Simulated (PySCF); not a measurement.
**Checking a proposed structure**

A compound C$_{8}$H$_{9}$ClSi gives the data below (simulated from a calculation) and was assigned the structure `C#CCC1=C[SiH2]C=C(Cl)C1`.

$^{13}$C{$^{1}$H} NMR (computed): δ 223.2 (C), 148.6 (CH2), 138.5 (CH), 94.0 (CH), 86.2 (C), 85.7 (CH), 85.0 (CH), 55.7 (CH).

$^{1}$H NMR (300 MHz, computed): δ 6.78 (m, 1H), 6.59 (m, 1H), 6.58 (m, 1H), 5.54 (m, 1H), 5.47 (m, 1H), 5.05 (m, 1H), 4.69 (m, 1H), 4.42 (m, 1H), 2.32 (d, 1H).

Computational details: GIAO PBE0/pcSseg-1 shieldings, structure optimised with GFN2-xTB, in PySCF (no solvent, single conformer, non-relativistic Hamiltonian).

Scale: TMS for $^{1}$H (σ = 31.72 ppm), $^{13}$C (σ = 186.93 ppm) (reference shieldings calculated alike).

Problem. Compare with the shifts computed for the proposed structure, pairing carbons in order of shift.

Solution. Atom-mapped SMILES (the numbers label the heavy atoms): `[CH:1]#[C:2][CH2:3][C:4]1=[CH:5][SiH2:6][CH:7]=[C:8]([Cl:9])[CH2:10]1`; H(Xn) means a hydrogen on atom n.

```json
{"atom": "C4", "computed for proposal": "160.6", "given list": "223.2", "difference": "-62.6"}
{"atom": "C8", "computed for proposal": "158.2", "given list": "148.6", "difference": "+9.6"}
{"atom": "C5", "computed for proposal": "120.8", "given list": "138.5", "difference": "-17.7"}
{"atom": "C7", "computed for proposal": "120.5", "given list": "94.0", "difference": "+26.5"}
{"atom": "C2", "computed for proposal": "86.1", "given list": "86.2", "difference": "-0.1"}
{"atom": "C1", "computed for proposal": "78.0", "given list": "85.7", "difference": "-7.7"}
{"atom": "C10", "computed for proposal": "43.9", "given list": "85.0", "difference": "-41.1"}
{"atom": "C3", "computed for proposal": "35.3", "given list": "55.7", "difference": "-20.4"}
```

The rms difference is 30.0 ppm and the largest -62.6 ppm at C4 (fully substituted alkene carbon). The carbon types in order of shift don't match either: C, C, CH, CH, C, CH, CH2, CH2 for the proposal against C, CH2, CH, CH, C, CH, CH, CH in the data. The proposal doesn't fit.

Problem. Which isomer fits?

Solution. SMILES C#C[C@@H](Cl)C=C=C[SiH2]C=C.

1. Carbon types of the structure: 2 × C, 5 × CH, 1 × CH2, leaving 2 H on heteroatoms.
2. δC 223.2: central carbon of an allene; the central sp carbon of an allene is among the most deshielded carbons of hydrocarbons.
3. δC 148.6: terminal =CH2 carbon; an sp2 carbon of a C=C bond.
4. δC 86.2: alkyne carbon; sp carbons lie upfield of alkene carbons because the cylindrical π system leaves one tensor component strongly shielded.
5. δC 85.0: terminal alkyne carbon; sp carbons lie upfield of alkene carbons because the cylindrical π system leaves one tensor component strongly shielded.

Other isomers checked: C#C/C=C1\C(=C)C[C@H]1[SiH2]Cl (rms 31.2 ppm).

The shifts were computed for this structure.

Carbons that carry Cl, above all several Cl atoms, come out too deshielded, partly because spin–orbit coupling is missing. Shifts are as computed. Against solution values, carbons near 30 ppm lie about +3 ppm off and those near 130 ppm about +5 ppm; carbons on Cl a further +6 ppm. Of 1309 compounds with measured shifts, 239 miss one by over three times the rms of a fit or turn the order of signals round; such compounds aren't used in these exercises. No couplings were computed; multiplicities are counted from neighbouring protons, with m where these are inequivalent, close in shift, in a saturated or five-membered ring or joined by F or P, and br s for small geminal =CH2 splittings.
